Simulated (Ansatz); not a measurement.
## Nudged elastic band run: Ba16N

Input:

```yaml
crystal:
  lattice:
    - [10.04, 0.0, 0.0]
    - [0.0, 10.04, 0.0]
    - [0.0, 0.0, 10.04]
  atoms:
    - { symbol: Ba, position: [0.02526537, 0.01960038, 4.535e-05] }
    - { symbol: Ba, position: [0.47522649, 0.01976214, 4.451e-05] }
    - { symbol: Ba, position: [0.00162309, 0.49907833, 7.543e-05] }
    - { symbol: Ba, position: [-0.00640002, -0.00647064, 0.50007073] }
    - { symbol: Ba, position: [0.2501877, 0.22999426, 0.22499067] }
    - { symbol: Ba, position: [0.49891142, 0.49904472, 7.962e-05] }
    - { symbol: Ba, position: [0.50693495, -0.0064599, 0.50006843] }
    - { symbol: Ba, position: [0.75032161, 0.25622756, 0.25672084] }
    - { symbol: Ba, position: [0.00129219, 0.4999869, 0.50005977] }
    - { symbol: Ba, position: [0.2503469, 0.75086379, 0.24875109] }
    - { symbol: Ba, position: [0.25018878, 0.23003023, 0.77512395] }
    - { symbol: Ba, position: [0.49921952, 0.49980975, 0.500066] }
    - { symbol: Ba, position: [0.75025863, 0.74985991, 0.24913347] }
    - { symbol: Ba, position: [0.75032476, 0.25622937, 0.74340904] }
    - { symbol: Ba, position: [0.25034263, 0.75088237, 0.75139093] }
    - { symbol: Ba, position: [0.75025222, 0.74982369, 0.75098155] }
    - { symbol: "N", position: [0.25021447, 0.12480217, 4.742e-05] }
basis:
  ecutwfc: 420.0
kpoints:
  mp_grid: { grid: [2, 2, 2] }
hamiltonian:
  xc: pbesol
scf:
  occupations: { method: gaussian, width: 0.05 }
  lower_state_search: "off"
neb:
  images: 3
  f_tol: 0.03
  initial_path: idpp
  max_iterations: 80
  optimiser: fire
  final_atoms:
    - { symbol: Ba, position: [0.01734959, 0.02579531, -0.00020366] }
    - { symbol: Ba, position: [0.50119759, -0.00055984, -0.00044516] }
    - { symbol: Ba, position: [0.01709862, 0.47301904, -0.00019279] }
    - { symbol: Ba, position: [-0.0047303, -0.00498884, 0.49951619] }
    - { symbol: Ba, position: [0.23285398, 0.24976631, 0.22309026] }
    - { symbol: Ba, position: [0.50163948, 0.49992256, -0.00045547] }
    - { symbol: Ba, position: [0.4989992, -0.00091245, 0.499652] }
    - { symbol: Ba, position: [0.74835821, 0.24945597, 0.24995401] }
    - { symbol: Ba, position: [-0.00484241, 0.50395838, 0.49953191] }
    - { symbol: Ba, position: [0.25478402, 0.74944605, 0.25405329] }
    - { symbol: Ba, position: [0.23263403, 0.24975441, 0.77590433] }
    - { symbol: Ba, position: [0.49918352, 0.49996001, 0.49963955] }
    - { symbol: Ba, position: [0.7507818, 0.7495693, 0.25004755] }
    - { symbol: Ba, position: [0.74873923, 0.24946665, 0.74951649] }
    - { symbol: Ba, position: [0.25468764, 0.7494306, 0.74508487] }
    - { symbol: Ba, position: [0.75093573, 0.74958233, 0.74914837] }
    - { symbol: "N", position: [0.12500494, 0.2494508, -0.00046889] }
  order_check: true
```

Run as:

```bash
$ ansatz run input.yaml --threads 4 --pin off --max-ram 10240MiB --backend cpu --events-out ev --progress --plain --runs-dir out
```

Output, in part (warnings, iteration lines):

```
NEB end point (image 0): max|allowed force component| = 1.689e-2 eV/Å (the criterion of neb.relax_end_points is 1.000e-2)
NEB end point (image 4): max|allowed force component| = 2.744e-2 eV/Å (the criterion of neb.relax_end_points is 1.000e-2)
NEB iter   1: max|band force component| = 9.058e-1 eV/Å  barrier→ = 0.4568 eV  barrier← = 0.4590 eV  Δτ_max = 0.0143 Å  (40 SCF iters)
NEB iter   2: max|band force component| = 6.941e-1 eV/Å  barrier→ = 0.4308 eV  barrier← = 0.4330 eV  Δτ_max = 0.0253 Å  (18 SCF iters)
NEB iter   3: max|band force component| = 3.674e-1 eV/Å  barrier→ = 0.3963 eV  barrier← = 0.3986 eV  CI = image 2  Δτ_max = 0.0308 Å  (21 SCF iters)
NEB iter   4: max|band force component| = 3.141e-1 eV/Å  barrier→ = 0.3702 eV  barrier← = 0.3724 eV  CI = image 2  Δτ_max = 0.0300 Å  (21 SCF iters)
NEB iter   5: max|band force component| = 3.056e-1 eV/Å  barrier→ = 0.3560 eV  barrier← = 0.3582 eV  CI = image 2  Δτ_max = 0.0317 Å  (21 SCF iters)
NEB iter   6: max|band force component| = 3.197e-1 eV/Å  barrier→ = 0.3487 eV  barrier← = 0.3509 eV  CI = image 2  Δτ_max = 0.0368 Å  (21 SCF iters)
NEB iter   7: max|band force component| = 3.563e-1 eV/Å  barrier→ = 0.3419 eV  barrier← = 0.3442 eV  CI = image 2  Δτ_max = 0.0450 Å  (21 SCF iters)
NEB iter   8: max|band force component| = 3.123e-1 eV/Å  barrier→ = 0.3292 eV  barrier← = 0.3314 eV  CI = image 2  Δτ_max = 0.0533 Å  (21 SCF iters)
NEB iter   9: max|band force component| = 3.246e-1 eV/Å  barrier→ = 0.3073 eV  barrier← = 0.3096 eV  CI = image 2  Δτ_max = 0.0611 Å  (21 SCF iters)
NEB iter  10: max|band force component| = 3.166e-1 eV/Å  barrier→ = 0.2808 eV  barrier← = 0.2830 eV  CI = image 2  Δτ_max = 0.0664 Å  (21 SCF iters)
NEB iter  11: max|band force component| = 2.286e-1 eV/Å  barrier→ = 0.2591 eV  barrier← = 0.2613 eV  CI = image 2  Δτ_max = 0.0092 Å  (21 SCF iters)
NEB iter  12: max|band force component| = 1.656e-1 eV/Å  barrier→ = 0.2546 eV  barrier← = 0.2568 eV  CI = image 2  Δτ_max = 0.0158 Å  (18 SCF iters)
NEB iter  13: max|band force component| = 1.443e-1 eV/Å  barrier→ = 0.2492 eV  barrier← = 0.2514 eV  CI = image 2  Δτ_max = 0.0172 Å  (18 SCF iters)
NEB iter  14: max|band force component| = 1.620e-1 eV/Å  barrier→ = 0.2447 eV  barrier← = 0.2469 eV  CI = image 2  Δτ_max = 0.0199 Å  (20 SCF iters)
NEB iter  15: max|band force component| = 1.906e-1 eV/Å  barrier→ = 0.2391 eV  barrier← = 0.2413 eV  CI = image 2  Δτ_max = 0.0080 Å  (20 SCF iters)
NEB iter  16: max|band force component| = 1.581e-1 eV/Å  barrier→ = 0.2366 eV  barrier← = 0.2388 eV  CI = image 2  Δτ_max = 0.0142 Å  (18 SCF iters)
NEB iter  17: max|band force component| = 9.687e-2 eV/Å  barrier→ = 0.2333 eV  barrier← = 0.2355 eV  CI = image 2  Δτ_max = 0.0169 Å  (18 SCF iters)
NEB iter  18: max|band force component| = 9.167e-2 eV/Å  barrier→ = 0.2300 eV  barrier← = 0.2323 eV  CI = image 2  Δτ_max = 0.0033 Å  (19 SCF iters)
NEB iter  19: max|band force component| = 9.033e-2 eV/Å  barrier→ = 0.2286 eV  barrier← = 0.2308 eV  CI = image 2  Δτ_max = 0.0064 Å  (16 SCF iters)
NEB iter  20: max|band force component| = 8.756e-2 eV/Å  barrier→ = 0.2263 eV  barrier← = 0.2285 eV  CI = image 2  Δτ_max = 0.0096 Å  (16 SCF iters)
NEB iter  21: max|band force component| = 8.337e-2 eV/Å  barrier→ = 0.2234 eV  barrier← = 0.2256 eV  CI = image 2  Δτ_max = 0.0125 Å  (18 SCF iters)
NEB iter  22: max|band force component| = 7.777e-2 eV/Å  barrier→ = 0.2197 eV  barrier← = 0.2219 eV  CI = image 2  Δτ_max = 0.0152 Å  (18 SCF iters)
NEB iter  23: max|band force component| = 7.085e-2 eV/Å  barrier→ = 0.2152 eV  barrier← = 0.2174 eV  CI = image 2  Δτ_max = 0.0176 Å  (18 SCF iters)
NEB iter  24: max|band force component| = 6.272e-2 eV/Å  barrier→ = 0.2103 eV  barrier← = 0.2125 eV  CI = image 2  Δτ_max = 0.0220 Å  (18 SCF iters)
NEB iter  25: max|band force component| = 5.228e-2 eV/Å  barrier→ = 0.2051 eV  barrier← = 0.2073 eV  CI = image 2  Δτ_max = 0.0267 Å  (19 SCF iters)
NEB iter  26: max|band force component| = 4.911e-2 eV/Å  barrier→ = 0.1997 eV  barrier← = 0.2020 eV  CI = image 2  Δτ_max = 0.0311 Å  (19 SCF iters)
NEB iter  27: max|band force component| = 3.011e-2 eV/Å  barrier→ = 0.1946 eV  barrier← = 0.1969 eV  CI = image 2  Δτ_max = 0.0349 Å  (19 SCF iters)
NEB iter  28: max|band force component| = 3.785e-2 eV/Å  barrier→ = 0.1913 eV  barrier← = 0.1935 eV  CI = image 2  Δτ_max = 0.0360 Å  (20 SCF iters)
NEB iter  29: max|band force component| = 2.172e-2 eV/Å  barrier→ = 0.1903 eV  barrier← = 0.1925 eV  CI = image 2  Δτ_max = 0.0180 Å  (19 SCF iters)
NEB iter  30: max|band force component| = 5.989e-2 eV/Å  barrier→ = 0.1898 eV  barrier← = 0.1920 eV  CI = image 2  Δτ_max = 0.0246 Å  (7 SCF iters)
NEB iter  31: max|band force component| = 7.048e-2 eV/Å  barrier→ = 0.1912 eV  barrier← = 0.1934 eV  CI = image 2  Δτ_max = 0.0123 Å  (21 SCF iters)
NEB iter  32: max|band force component| = 2.022e-2 eV/Å  barrier→ = 0.1898 eV  barrier← = 0.1920 eV  CI = image 2  Δτ_max = 0.0137 Å  (19 SCF iters)
NEB iter  33: max|band force component| = 3.534e-2 eV/Å  barrier→ = 0.1896 eV  barrier← = 0.1919 eV  CI = image 2  Δτ_max = 0.0066 Å  (6 SCF iters)
NEB iter  34: max|band force component| = 8.564e-3 eV/Å  barrier→ = 0.1896 eV  barrier← = 0.1919 eV  CI = image 2  Δτ_max = 0.0000 Å  (246 SCF iters)
```

The forces met the threshold. The band force fell under the threshold earlier too, but the program's further tests of the path sent the band on. By the program's own check the climbing image is a first-order saddle point (lowest curvatures found: -1.24 and 0.33 eV/Å²). Limits of this set-up: coarse k mesh, odd electron count without spin, a small cell, in which the defect meets its images, a typed lattice constant that wasn't relaxed here.

Final band (atoms are numbered from 1 in the order of the input):

| image | path coordinate (Å) | energy (eV) | Ba2–N17 (Å) | Ba3–N17 (Å) |
| --- | --- | --- | --- | --- |
| 0 | 0.00 | 0.000 | 2.49 | 4.51 |
| 1 | 0.68 | 0.056 | 2.55 | 3.86 |
| 2 | 1.37 | 0.190 | 2.93 | 2.93 |
| 3 | 2.05 | 0.056 | 3.86 | 2.55 |
| 4 | 2.74 | -0.002 | 4.53 | 2.49 |

Run time: 16 min on 4 threads of Intel(R) Xeon(R) 6975P-C (Granite Rapids), with other jobs on the host, peak memory 4.6 GiB.
